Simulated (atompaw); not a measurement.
## Which change was made? (Bi, PAW (atompaw))

- Element: Bi (Z = 83)
- Generator: atompaw 4.2.0.5
- Type: PAW
- Functional: PBE
- Relativity: scalar-relativistic
- Frozen core: [Xe] 4f14
- Valence charge: 15
- Reference configuration: 5d10 6s1.75 6p3.25
- Partial waves: 6s (bound): rc 1.75 bohr; 6s channel at -0.6 Ry: rc 1.75 bohr; 6p (bound): rc 2.75 bohr; 6p channel at 0.4 Ry: rc 2.75 bohr; 5d (bound): rc 2.75 bohr; 5d channel at -0.95 Ry: rc 2.75 bohr; 5f channel at -0.1 Ry: rc 2.75 bohr
- Local potential: ultrasoft scheme with l = 4 at 0 Ry, radius 1.85 bohr
- Core correction: smooth core density matched at 1.95 bohr
- Augmentation charge: sinc compensation charge, radius 2.40 bohr; PAW radius 2.75 bohr; waves and projectors: custom polynom2 7 10 vanderbiltortho

Cutoffs, loose and tight: the cutoffs (Ry, on a coarse ladder) from which the occupation-weighted sum of valence levels, in a spherical-Bessel basis at the reference potential, stays within 10 and 1 mRy of its value at 400 Ry. They see the waves, projectors and local potential, not the compensation charge or the core.

The base gives: outcome: generated; cutoff, loose: 30 Ry; cutoff, tight: 60 Ry; bound ghosts: s.

Problem. After one change the result is: outcome: generated; cutoff, loose: 21 Ry; cutoff, tight: 45 Ry; bound ghosts: s. Which change was it?
A. all radii scaled by about 1.29 (s 2.26, p 3.56, d 3.56, f 3.56 bohr); local potential ultrasoft scheme with l = 4 at 0 Ry, radius 2.40 bohr; augmentation sinc compensation charge, radius 3.10 bohr; PAW radius 3.56 bohr; waves and projectors: custom polynom2 7 10 vanderbiltortho; core correction smooth core density matched at 2.52 bohr
B. all radii scaled by about 0.83 (s 1.46, p 2.28, d 2.28, f 2.28 bohr); local potential ultrasoft scheme with l = 4 at 0 Ry, radius 1.54 bohr; augmentation sinc compensation charge, radius 1.98 bohr; PAW radius 2.28 bohr; waves and projectors: custom polynom2 7 10 vanderbiltortho; core correction smooth core density matched at 1.62 bohr
C. all radii scaled by about 1.09 (s 1.90, p 3.00, d 3.00, f 3.00 bohr); local potential ultrasoft scheme with l = 4 at 0 Ry, radius 2.02 bohr; augmentation sinc compensation charge, radius 2.62 bohr; PAW radius 3.00 bohr; waves and projectors: custom polynom2 7 10 vanderbiltortho; core correction smooth core density matched at 2.12 bohr

Solution. C. The others give: all radii scaled by about 1.29 (s 2.26, p 3.56, d 3.56, f 3.56 bohr); local potential ultrasoft scheme with l = 4 at 0 Ry, radius 2.40 bohr; augmentation sinc compensation charge, radius 3.10 bohr; PAW radius 3.56 bohr; waves and projectors: custom polynom2 7 10 vanderbiltortho; core correction smooth core density matched at 2.52 bohr → outcome: generated; cutoff, loose: 10 Ry; cutoff, tight: 25 Ry; bound ghosts: none | all radii scaled by about 0.83 (s 1.46, p 2.28, d 2.28, f 2.28 bohr); local potential ultrasoft scheme with l = 4 at 0 Ry, radius 1.54 bohr; augmentation sinc compensation charge, radius 1.98 bohr; PAW radius 2.28 bohr; waves and projectors: custom polynom2 7 10 vanderbiltortho; core correction smooth core density matched at 1.62 bohr → outcome: generated; cutoff, loose: 25 Ry; cutoff, tight: 90 Ry; bound ghosts: s, p, f.
